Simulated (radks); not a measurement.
Values are calculated unless marked as measured or tabulated.
Zn, 30 electrons, occupied as [Ar] 3d9.75 4s2 5s0.25 (fractional occupations, a model configuration).

Level of theory: Dirac Kohn-Sham, PBEsol, spin-unpolarised, spherical densities, finite nucleus; open shells are shared between the two j in proportion to 2j + 1; Fermi nuclear charge, rms radius 3.9283 fm (a radial shooting solver on a logarithmic mesh with Libxc functionals).

Energy parts (eV):
part                       energy
total                  -48832.323
kinetic                 49734.247
electron-nucleus      -117765.903
Hartree                 21104.353
exchange-correlation    -1905.020

Orbitals (lengths in bohr, moments of r in powers of bohr; r(max) is where P^2 peaks; r(90%) holds 90 % of the orbital's charge):
| orbital | occ. | eigenvalue (eV) | r(90%) | r(max) | <r^4> | <1/r> | small-component weight |
|---|---|---|---|---|---|---|---|
| 1s1/2 | 2 | -9517.765 | 0.0899 | 0.03293 | 0.00002989 | 30.21 | 1.17e-02 |
| 2s1/2 | 2 | -1160.179 | 0.350 | 0.1895 | 0.006342 | 6.616 | 2.23e-03 |
| 2p1/2 | 2 | -1022.407 | 0.321 | 0.1502 | 0.004521 | 6.575 | 2.22e-03 |
| 2p3/2 | 4 | -998.5688 | 0.326 | 0.1530 | 0.004789 | 6.418 | 2.18e-03 |
| 3s1/2 | 2 | -132.0521 | 1.02 | 0.5882 | 0.4687 | 2.097 | 4.99e-04 |
| 3p1/2 | 2 | -88.4355 | 1.09 | 0.5865 | 0.6129 | 1.966 | 4.51e-04 |
| 3p3/2 | 4 | -85.3587 | 1.11 | 0.5948 | 0.6521 | 1.928 | 4.40e-04 |
| 3d3/2 | 3.9 | -13.3287 | 1.56 | 0.5622 | 3.323 | 1.535 | 3.01e-04 |
| 3d5/2 | 5.85 | -12.9645 | 1.57 | 0.5652 | 3.469 | 1.523 | 2.98e-04 |
| 4s1/2 | 2 | -7.5458 | 3.88 | 2.039 | 98.39 | 0.5150 | 4.21e-05 |
| 4p1/2 | 0 | -2.1596 | 6.21 | 2.769 | 709.0 | 0.3474 | 1.89e-05 |
| 4p3/2 | 0 | -2.0776 | 6.35 | 2.817 | 777.8 | 0.3402 | 1.82e-05 |
| 5s1/2 | 0.25 | -0.7183 | 15.6 | 9.588 | 25210 | 0.1154 | 2.21e-06 |

The highest occupied level is 5s1/2 at -0.718 eV. The configuration is held as typed, so some empty levels lie below it. The density falls to 0.001 e/bohr^3 at r = 4.08 bohr.
